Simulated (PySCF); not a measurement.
Below is a simulated gas-phase Si 2p photoelectron spectrum of trans-Si(H2O)2Cl4, `O->[Si](<-O)(Cl)(Cl)(Cl)Cl`.

Every computed line was given a Gaussian of 0.8 eV full width at half maximum and an area set by the number of equivalent atoms (split 2:1 within a doublet); the highest printed point is 100. Method: PySCF, delta-SCF UKS SCAN, pcX-2 on the ionised atom, pcseg-1 elsewhere, spin-free X2C.

binding energy (eV), intensity and a bar:
```
    109.0          0 
    109.1          1 
    109.2          2 
    109.3          3 #
    109.4          7 ##
    109.5         13 ####
    109.6         22 #######
    109.7         35 ##########
    109.8         51 ###############
    109.9         68 ####################
    110.0         83 #########################
    110.1         94 ############################
    110.2        100 ##############################
    110.3        100 ##############################
    110.4         95 ############################
    110.5         87 ##########################
    110.6         79 ########################
    110.7         70 #####################
    110.8         62 ###################
    110.9         53 ################
    111.0         43 #############
    111.1         33 ##########
    111.2         24 #######
    111.3         16 #####
    111.4         10 ###
    111.5          6 ##
    111.6          3 #
    111.7          1 
    111.8          1 
    111.9          0 
    112.0          0
```

Question: Count the maxima, the lines and the sites behind this envelope.

Answer: The curve has 1 maximum (at 110.2 eV). Under it lie 2 lines from 1 inequivalent silicon site, drawn as a 2p3/2, 2p1/2 pair. At this width some lines have no maximum of their own.

Question: Decompose the envelope and assign each component. Bonds: Si1–O2, Si1–O5, Si1–Cl8, Si1–Cl9, Si1–Cl10, Si1–Cl11. Hydrogens: H3, H4 on O2; H6, H7 on O5.

Answer: 
```json
{"position (eV)": "110.17", "relative area": "0.67", "line": "Si 2p3/2", "atoms": "Si1", "environment": "silicon bonded to 4 Cl and 2 O"}
{"position (eV)": "110.80", "relative area": "0.33", "line": "Si 2p1/2", "atoms": "Si1", "environment": "silicon bonded to 4 Cl and 2 O"}
```

Question: What are the centre and the root-mean-square width of the whole band?

Answer: The area-weighted mean of the lines is 110.38 eV. Their own spread about it is 0.30 eV (rms) and each Gaussian has σ = 0.8/2.355 = 0.34 eV; the variances add, which gives 0.45 eV.

No satellites, vibrations or lifetime broadening are included. The 2p values add to the ΔSCF energy of one spin-free hole a correction within the shell (spin–orbit coupling, ligand field). 2p1/2 minus 2p3/2 (ligand field included): Si 0.63 eV. Geometry: PBE0-D3(BJ)/def2-SVP; no solvent, vibrations or thermal averaging.

Time: 29 s of wall time; peak memory 0.62 GiB. Hardware: an Arm Neoverse V2 with one thread, shared host with 32 logical CPUs at a one-minute load of 8.9.
